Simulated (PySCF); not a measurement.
A small calculation by hand: refractive index and permittivity of the vapour

1-fluorobuta-1,2-diene (C4H5F), SMILES CC=C=CF.

Geometry optimised at PBE0-D3(BJ)/def2-SVP.

PBE/def2-TZVP run with PySCF gives a mean static polarisability of 53.3 bohr³ and a dipole moment of 1.95 D. Take an ideal gas at 298.15 K and 0.01 bar, whether or not the substance is that volatile.

Work out n − 1 in the optical limit and the static ε − 1.


Polarisability volume α' = 53.3 × 0.148185 = 7.90 Å³. Number density N = p/kT = 2.43e-7 Å⁻³.
Dilute limit of Lorentz–Lorenz: n − 1 = 2π N α' = 1.2e-5.
Orientation term of Debye: μ²/(3kT) = 8.098 Å³ × μ²(D²) = 30.79 Å³.
ε − 1 = 4π N (α' + μ²/3kT) = 0.00012. Orientation of the dipole supplies 80 % of the static response; it can't follow optical fields. Vibrational polarisation and dispersion are left out.
